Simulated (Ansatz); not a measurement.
Gas-phase electronic energies from Ansatz, PBE0-D4/def2-TZVP geometries. CBS: MP2 limit from def2 TZ/QZ plus the TZ coupled-cluster correction, frozen cores. This one scheme is used for every species. One conformer a species, not always the lowest.

`N[SiH2][SiH](O)F` + H₂O → `O[SiH2][SiH](O)F` + NH₃  (formal hydrolysis of the Si–N bond)

```tsv
level	ΔE (kJ/mol)
HF/def2-TZVPP	-52.8
SCS-MP2/def2-QZVPP	-43.5
```

Problem. What does CCSD(T)/CBS give? (An estimate is asked.)

Solution. Computed: -40.4 kJ/mol. The listed levels differ from it by -12.4, -3.1 kJ/mol.

Largest T1 diagnostic among the species: 0.012.

In def2-TZVPP, CCSD(T) changes the Hartree–Fock value by +11.1 kJ/mol (the triples alone add +1.5 kJ/mol) and MP2 by +11.4 kJ/mol. The D4 term adds +3.4 kJ/mol with B3LYP and +1.9 kJ/mol with PBE0; it sums over pairs of atoms, weighted by their polarisabilities, and B3LYP, whose exchange is more repulsive, gets the larger term.

B3LYP here is the variant with VWN-RPA as its local correlation; programs differ in this.
